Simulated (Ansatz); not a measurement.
Gas-phase electronic energies from Ansatz, PBE0-D4/def2-TZVP geometries. CBS: MP2 limit from def2 TZ/QZ plus the TZ coupled-cluster correction, frozen cores. DFT in def2-TZVPP. Elements past krypton have def2 core potentials. For Sb outer-core shells are correlated without core-valence functions, which leaves a few kJ/mol of doubt a bond. One conformer a species, not always the lowest.

`B[Si](C)(O)F` + `[NH2][SbH][OH]` → `C[O][SbH][NH2]` + `B[SiH](O)F`  (substitution at a C–Si bond)

```
         species  ωB97X-V energy (Eh)
  `B[Si](C)(O)F`           -531.21238
`[NH2][SbH][OH]`           -372.64353
`C[O][SbH][NH2]`           -411.94337
    `B[SiH](O)F`           -491.87522
```

Work out ΔE.

ΔE = (-411.94337) + (-491.87522) − (-531.21238) − (-372.64353) = 0.03732 Eh = +98.0 kJ/mol. CCSD(T)/CBS gives +103.7 kJ/mol.

Largest T1 diagnostic among the species: 0.014.

In def2-TZVPP, CCSD(T) changes the Hartree–Fock value by +6.9 kJ/mol (the triples alone add −0.4 kJ/mol) and MP2 by +11.5 kJ/mol. From PBE to PBE0 (25 % exact exchange), in def2-TZVPP and without D4, ΔE moves by +4.8 kJ/mol.
